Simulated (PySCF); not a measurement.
Geometry:
| atom | x (Å) | y (Å) | z (Å) |
| --- | --- | --- | --- |
| C1 | 2.368 | 0.811 | -0.244 |
| Si2 | 1.089 | -0.471 | 0.294 |
| C3 | -0.269 | -0.868 | -0.988 |
| C4 | -1.517 | -0.887 | -0.109 |
| C5 | -1.301 | 0.176 | 0.985 |
| C6 | -1.633 | 1.486 | 0.456 |
| N7 | -1.874 | 2.512 | 0.013 |
| O8 | 0.041 | 0.153 | 1.403 |
| H9 | 2.988 | 1.097 | 0.600 |
| H10 | 1.901 | 1.712 | -0.632 |
| H11 | 3.022 | 0.411 | -1.011 |
| H12 | 1.664 | -1.675 | 0.898 |
| H13 | -0.155 | -1.810 | -1.518 |
| H14 | -0.350 | -0.080 | -1.736 |
| H15 | -2.435 | -0.685 | -0.663 |
| H16 | -1.609 | -1.858 | 0.379 |
| H17 | -1.936 | -0.012 | 1.863 |

Geometry: GFN2-xTB; GIAO shifts from PySCF 2.14, gas phase, non-relativistic, averaged over equivalent atoms.

At PBE0/ANO-RCC-VDZP (161 basis functions, 46 s wall time on 1 thread of an Arm Neoverse V1, shared host):
```tsv
atoms	δ (ppm)
C6	118.7
C5	66.3
C4	34.2
C3	12.0
C1	-0.7
Si2	10.9
N7	288.7
O8	58.0
H12	5.26
H17	4.91
H15	2.32
H16	2.02
H14	1.29
H13	1.12
H9/H10/H11	0.43
```

Referencing at the same level of theory: 13C (190.39 ppm), 29Si (391.67 ppm), 1H (31.76 ppm) against TMS; 15N (274.18 ppm) vs NH3; 17O (334.43 ppm) against H2O.

**Question.** Estimate the result of repeating the calculation with PBE0/def2-SVPD.

**Answer.** 
| atoms | δ at PBE0/def2-SVPD | change |
| --- | --- | --- |
| C6 | 112.7 | -6.0 |
| C5 | 62.8 | -3.5 |
| C4 | 31.5 | -2.7 |
| C3 | 10.3 | -1.7 |
| C1 | -0.7 | +0.0 |
| Si2 | -8.3 | -19.2 |
| N7 | 273.1 | -15.6 |
| O8 | 49.9 | -8.1 |
| H12 | 5.43 | +0.17 |
| H17 | 4.96 | +0.05 |
| H15 | 2.35 | +0.03 |
| H16 | 2.09 | +0.07 |
| H14 | 1.33 | +0.04 |
| H13 | 1.12 | +0.00 |
| H9/H10/H11 | 0.44 | +0.01 |

References, each an isolated molecule treated in the same way: 13C (194.14 ppm) and 29Si (384.68 ppm) and 1H (31.88 ppm) vs TMS; 15N (269.21 ppm) vs NH3; 17O (338.31 ppm) against H2O.

The largest change is at Si2 (silicon bonded to 2 C, O, H, in a 5-membered ring). Cost: 239 basis functions, 62 s wall time on 1 thread of an Arm Neoverse V1, shared host. The order of the carbon signals is the same at both levels.

Experimental scales use liquid or dissolved standards, which lie at an offset from isolated NH3 (liquid NH3: subtract about 20 ppm) and H2O (liquid H2O: subtract about 36 ppm). Unscaled 15N shifts of sp2 nitrogen often come out too high even then, by a few to some tens of ppm.
